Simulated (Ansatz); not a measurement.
Consider the isomerisation: `C=C[SiH2]N[SiH3]` → `N[Si]1([SiH3])CC1`.

Gas-phase electronic energies from Ansatz, PBE0-D4/def2-TZVP geometries. CBS: MP2 limit from def2 TZ/QZ plus the TZ coupled-cluster correction, frozen cores. DFT in def2-TZVPP. B3LYP here is the variant with VWN-RPA as its local correlation; programs differ in this. Each species was taken in one conformer, which may not be the lowest.

| level | ΔE (kJ/mol) |
| --- | --- |
| PBE-D4 | 51.6 |
| B3LYP-D4 | 93.2 |
| B2PLYP | 95.3 |
| LC-ωPBE | 58.2 |

(1) What does CCSD(T)/CBS give? (Best estimate.)

Largest T1 diagnostic among the species: 0.012.

Answers

(1) Ansatz gave: +91.7 kJ/mol. The listed levels differ from it by -40.1, 1.5, 3.6, -33.5 kJ/mol.

In def2-TZVPP, CCSD(T) changes the Hartree–Fock value by −46.2 kJ/mol (the triples alone add −4.3 kJ/mol) and MP2 by −51.0 kJ/mol. At CCSD(T), def2-SVP lies +8.9 kJ/mol from the extrapolated value and def2-TZVPP +0.6 kJ/mol.

CCSD(T)/CBS has its own doubt, a few kJ/mol and more with outer-core shells, so smaller differences from it don't rank the levels.
